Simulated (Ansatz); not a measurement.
Relaxation of Cl2FH4N2Zr (10 atoms, charge 0, multiplicity 2), to a largest force component of 0.03 eV/Å in at most 50 steps.

Level of theory: UKS PBE/def2-SVP in Ansatz 0.2.0.

```xyz
10
Properties=species:S:1:pos:R:3
Zr -0.012 0.038 -0.545
F 0.103 -0.143 2.610
N 1.967 0.011 -0.943
H 2.540 -0.837 -1.057
H 2.591 0.824 -1.026
Cl -1.205 2.085 -0.431
N -0.964 -1.723 -0.801
H -1.978 -1.894 -0.764
H -0.498 -2.627 -0.959
Cl -0.102 0.047 4.216
```

Task: Where does it end, and by what steps?

Result: It converged. After 33 steps the energy has fallen by 5.543 eV; Cl10 moved furthest, 2.28 Å. Parted: F2–Cl10 (1.63 → 3.20 Å). Joined: Zr1–F2 (3.16 → 1.92 Å), Zr1–Cl10 (4.76 → 2.41 Å).

```json
{"step": "0", "energy less start (eV)": "0.0000", "largest force component (eV/Å)": "4.488", "accepted": "yes"}
{"step": "2", "energy less start (eV)": "-1.2759", "largest force component (eV/Å)": "6.583", "accepted": "yes"}
{"step": "4", "energy less start (eV)": "-3.4888", "largest force component (eV/Å)": "2.804", "accepted": "yes"}
{"step": "6", "energy less start (eV)": "-3.7060", "largest force component (eV/Å)": "0.408", "accepted": "yes"}
{"step": "8", "energy less start (eV)": "-3.7391", "largest force component (eV/Å)": "0.884", "accepted": "yes"}
{"step": "10", "energy less start (eV)": "-3.7957", "largest force component (eV/Å)": "0.663", "accepted": "yes"}
{"step": "12", "energy less start (eV)": "-3.8592", "largest force component (eV/Å)": "0.107", "accepted": "yes"}
{"step": "14", "energy less start (eV)": "-3.9038", "largest force component (eV/Å)": "0.234", "accepted": "yes"}
{"step": "16", "energy less start (eV)": "-3.9779", "largest force component (eV/Å)": "0.197", "accepted": "yes"}
{"step": "18", "energy less start (eV)": "-4.1409", "largest force component (eV/Å)": "0.574", "accepted": "yes"}
{"step": "20", "energy less start (eV)": "-4.6206", "largest force component (eV/Å)": "1.478", "accepted": "yes"}
{"step": "22", "energy less start (eV)": "-4.9870", "largest force component (eV/Å)": "0.645", "accepted": "yes"}
{"step": "24", "energy less start (eV)": "-5.2911", "largest force component (eV/Å)": "0.927", "accepted": "yes"}
{"step": "26", "energy less start (eV)": "-5.4507", "largest force component (eV/Å)": "0.772", "accepted": "yes"}
{"step": "28", "energy less start (eV)": "-5.5037", "largest force component (eV/Å)": "0.881", "accepted": "no"}
{"step": "30", "energy less start (eV)": "-5.5371", "largest force component (eV/Å)": "0.119", "accepted": "yes"}
{"step": "32", "energy less start (eV)": "-5.5431", "largest force component (eV/Å)": "0.075", "accepted": "yes"}
{"step": "33", "energy less start (eV)": "-5.5435", "largest force component (eV/Å)": "0.007", "accepted": "yes"}
```

```xyz
10
Properties=species:S:1:pos:R:3
Zr 0.067 0.231 0.808
F 1.589 0.107 1.969
N 1.515 -0.270 -0.775
H 2.361 -0.823 -0.565
H 1.368 -0.306 -1.794
Cl -0.558 2.373 0.001
N -0.711 -1.381 -0.392
H -0.823 -2.343 -0.039
H -0.841 -1.398 -1.413
Cl -1.523 -0.410 2.499
```

Whether the end is a true minimum wasn't checked by a vibrational analysis.

The run took 2.4 min on 4 threads of Arm Neoverse V1, with other jobs on the host, peak memory 0.35 GiB.
